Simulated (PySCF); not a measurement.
C7H8.
SMILES with atom numbers: `[CH3:1][c:2]1[cH:3][cH:4][cH:5][cH:6][cH:7]1` (hydrogens: H8, H9, H10 on C1; H11 on C3; H12 on C4; H13 on C5; H14 on C6; H15 on C7)

Cartesian coordinates in Å at the PBE0-D3(BJ)/def2-TZVP level; atoms count from 1:
```
atom  x, y, z in Å
C1     2.1828   -0.1979   -0.2941
C2     0.7021   -0.0576   -0.1118
C3    -0.1398   -1.1570   -0.2565
C4    -1.5073   -1.0392   -0.0611
C5    -2.0590    0.1860    0.2832
C6    -1.2322    1.2898    0.4270
C7     0.1349    1.1667    0.2293
H8     2.6595   -0.5365    0.6311
H9     2.4211   -0.9291   -1.0690
H10    2.6413    0.7533   -0.5695
H11    0.2831   -2.1187   -0.5292
H12   -2.1449   -1.9078   -0.1817
H13   -3.1279    0.2806    0.4350
H14   -1.6534    2.2535    0.6905
H15    0.7747    2.0365    0.3392
```

All values: wB97X-D/pcSseg-2 (PySCF, non-relativistic), on one gas-phase PBE0-D3(BJ)/def2-TZVP geometry that isn't relaxed in the solvent. The solvent is an IEF-PCM continuum (cavity from Bondi-type radii × 1.2). Specific hydrogen bonds and non-electrostatic terms are outside this model.

Gas phase at wB97X-D/pcSseg-2: HOMO -8.71 eV, LUMO 1.55 eV, dipole 0.41 D.

Q: What does the continuum do to the energy, the frontier levels and the dipole at wB97X-D/pcSseg-2 in chloroform?

A: 
```tsv
solvent	ε	E(solvent) − E(gas) (kJ/mol)	polarisation term (kJ/mol)	distortion of the solute (kJ/mol)	HOMO (eV)	LUMO (eV)	dipole (D)
chloroform	4.711	-8.08	-8.80	0.72	-8.73	1.53	0.53
```

Polarisation term: ½ Σ q·V over the induced surface charges. Distortion: the rise of the solute's own energy as its density leaves the gas-phase optimum.

wB97X-D is run here without its empirical dispersion term; that term would change no orbital, density or response property at a fixed geometry.
